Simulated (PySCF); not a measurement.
**How methods differ on the excitation energy of Au**

Au [Xe] 4f14 5d10 6s1 (2S) → Au [Xe] 4f14 5d9 6s1 6p1 (high-spin determinant), as a difference of total energies. Computed with PySCF 2.14 in x2c-TZVPPall with one added diffuse shell each of s, p, d, f type (12s8p8d4f1g, 113 functions), with the spin-free X2C one-electron Hamiltonian (Gaussian nucleus). Correlated levels: valence: [Xe] 4f14 frozen. The calculations carry no spin-orbit coupling.

| method | excitation energy (eV) |
| --- | --- |
| UHF | 4.746 |
| MP2 (valence) | 6.500 |
| SCS-MP2 (valence) | 6.484 |
| CCSD (valence) | 6.086 |
| CCSD(T) (valence) | 6.194 |

How much does correlation contribute at CCSD(T) (valence)?

6.194 − (4.746) = 1.448 eV, measured against UHF.

A first-order spin-orbit estimate (lowest level to lowest level, LS coupling) adds -0.404 eV.

The determinant of the upper state mixes LS terms, which raises its energy above the lowest term, most at the Hartree-Fock and MP2 levels.
